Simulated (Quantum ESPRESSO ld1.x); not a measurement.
Results of a calculation; reference values are marked as such.
Problem. Species: neutral iodine. Configuration: [Kr] 4d10 5s2 5p5 (the NIST ground configuration). Level of theory: Dirac Kohn-Sham, HCTH/120, spin-unpolarised, spherical densities, point nucleus; open shells are shared between the two j in proportion to 2j + 1 (ld1.x of Quantum ESPRESSO 7.5).

Spin-orbit splittings of the eigenvalues, e(l+1/2) - e(l-1/2), with zeta = 2 splitting/(2l+1) and mean radii in bohr:

| shell | occ. | splitting (eV) | zeta (eV) | <r> j=l-1/2 | <r> j=l+1/2 |
|---|---|---|---|---|---|
| 2p | 6 | 298.7 | 199.1 | 0.09845 | 0.1041 |
| 3p | 6 | 56.34 | 37.56 | 0.3037 | 0.3152 |
| 3d | 10 | 11.89 | 4.756 | 0.2859 | 0.2895 |
| 4p | 6 | ? | ? | 0.7712 | 0.7993 |
| 4d | 10 | 1.733 | 0.6933 | 0.9102 | 0.9216 |
| 5p | 5 | 1.014 | 0.6760 | 2.382 | 2.509 |

Estimate the 4p splitting.

Solution. 11.00 eV (zeta = 7.331 eV).
